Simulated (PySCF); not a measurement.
# How the functional moves excitation energies

Species: CH9GeNSi.
SMILES: `[SiH3][GeH2][CH2]N`

Linear-response calculations in the def2-SVPD basis (PySCF; singlets by full response, triplets Tamm–Dancoff, core orbitals frozen in the response; HF means time-dependent Hartree–Fock). 'Strongest' is the level of largest summed f among the singlets computed (10 roots, of which the last may lack a degenerate partner); it can jump between rows when another state enters that window. S1 is the lowest singlet of each run and needn't be the same state throughout; f(S1) is that of one state. The structure is a single PBE0-D3(BJ)/def2-SVP conformer in the gas phase; no vibrational or solvent corrections. Relativistic effects, spin–orbit coupling among them, are left out although an element past zinc is present.

| functional | kind | S1 (eV) | f(S1) | strongest (eV) | T1 (eV) | HOMO (eV) | gap (eV) | ionisation energy, ΔSCF (eV) |
| --- | --- | --- | --- | --- | --- | --- | --- | --- |
| LDA | LDA | 5.08 | 0.006 | 6.39 | 4.95 | -5.73 | 5.02 | 9.74 |
| PBE | GGA | 5.14 | 0.006 | 6.41 | 4.97 | -5.64 | 5.08 | 8.77 |
| B3LYP | global hybrid, 20% exact exchange | 5.75 | 0.007 | 7.34 | 5.52 | -6.82 | 6.76 | 9.08 |
| PBE0 | global hybrid, 25% exact exchange | 5.95 | 0.006 | 7.55 | 5.68 | -7.04 | 7.22 | 9.08 |
| BHandHLYP | global hybrid, 50% exact exchange | 6.46 | 0.007 | 7.83 | 6.14 | -8.34 | 9.15 | 9.21 |
| CAM-B3LYP | range-separated hybrid | 6.12 | 0.007 | 7.73 | 5.83 | -8.44 | 9.38 | 9.26 |
| wB97X-D | range-separated hybrid | 6.32 | 0.007 | 7.83 | 6.11 | -8.93 | 10.74 | 9.21 |
| LC-wPBE | range-separated hybrid | 6.68 | 0.007 | 8.22 | 6.32 | -9.78 | 11.77 | 9.40 |
| HF | Hartree–Fock | 7.39 | 0.008 | 8.62 | 6.65 | -10.19 | 12.56 | not settled |

S1 runs from 5.08 eV (LDA) to 7.39 eV (HF), a spread of 2.31 eV, while the orbital gap spreads over 7.5 eV. Along PBE (0%), B3LYP (20%), PBE0 (25%), BHandHLYP (50%), HF (100%) S1 rises with the share of exact exchange. −ε(HOMO) comes closest to its own ΔSCF ionisation energy with wB97X-D (-0.28 eV) and misses most with LDA (-4.00 eV). 'Not settled' means that the ion's SCF failed to converge or may have ended in another state than the lowest.

Without π bonds the low states are Rydberg-like; a valence basis with one diffuse set may place them up to an eV too high.
